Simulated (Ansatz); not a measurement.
Program: Ansatz. Geometries: PBE0-D4/def2-TZVP. ΔE: electronic, gas phase. CBS: MP2 limit from def2 TZ/QZ plus the TZ coupled-cluster correction, frozen cores. This one scheme is used for every species. Functionals use def2-TZVPP. B3LYP here is the variant with VWN-RPA as its local correlation; programs differ in this. For Ge outer-core shells are correlated without core-valence functions, which leaves a few kJ/mol of doubt a bond. Scalar relativity is left out up to krypton. Each species was taken in one conformer, which may not be the lowest.

Consider the substitution at a C–C bond: `CC(C)CF` + `[OH][Ge][OH]` → `CC(C)[O][Ge][OH]` + `CF`.

`CC(C)CF`:

```xyz
14

C    -0.184   -0.731   -1.244
C    -0.387   -0.079    0.116
C    -0.237    1.434    0.042
C     0.541   -0.672    1.154
F     1.867   -0.439    0.820
H     0.829   -0.549   -1.610
H    -0.884   -0.326   -1.978
H    -0.334   -1.813   -1.195
H    -1.401   -0.313    0.468
H     0.774    1.706   -0.270
H    -0.428    1.903    1.011
H    -0.937    1.859   -0.681
H     0.371   -0.223    2.138
H     0.410   -1.756    1.227
```

`[OH][Ge][OH]`:

Cartesian coordinates in Å:
```
O 0.987 0.143 0.987
Ge 0.645 0.935 -0.581
O -0.831 0.083 -1.127
H 0.399 -0.555 1.291
H -1.200 -0.607 -0.569
```

`CC(C)[O][Ge][OH]`:

Cartesian coordinates in Å:
```
C -1.296 -0.936 -0.238
C -0.524 0.355 -0.039
C 0.046 0.882 -1.343
O 0.465 0.172 0.958
Ge 2.164 -0.369 0.736
O 2.517 -0.370 2.478
H -2.141 -0.785 -0.915
H -0.647 -1.705 -0.668
H -1.677 -1.302 0.716
H -1.211 1.110 0.364
H 0.699 0.143 -1.818
H 0.623 1.795 -1.174
H -0.758 1.113 -2.044
H 1.742 -0.104 2.988
```

`CF`:

Z-matrix (Å, degrees):
```
C
F 1 1.376
H 1 1.092 2 109.1
H 1 1.092 2 109.1 3 -120.0
H 1 1.092 2 109.1 3 120.0
```

| level | ΔE (kcal/mol) |
| --- | --- |
| PBE-D4 | 9.5 |
| PBE0-D4 | 10.2 |
| B3LYP-D4 | 8.7 |
| ωB97X-V | 10.3 |
| PBE0 | 10.9 |
| MP2/def2-QZVPP | 11.0 |
| SCS-MP2/def2-QZVPP | 10.4 |
| MP2/CBS(def2) | 11.2 |

(1) What does CCSD(T)/CBS give? (Best estimate.)

Largest T1 diagnostic among the species: 0.015.

Results:

(1) Computed: +10.3 kcal/mol. The listed levels differ from it by -0.8, -0.1, -1.6, 0.0, 0.6, 0.7, 0.1, 0.9 kcal/mol.

The D4 term adds −1.2 kcal/mol with B3LYP and −0.7 kcal/mol with PBE0; it sums over pairs of atoms, weighted by their polarisabilities, and B3LYP, whose exchange is more repulsive, gets the larger term.
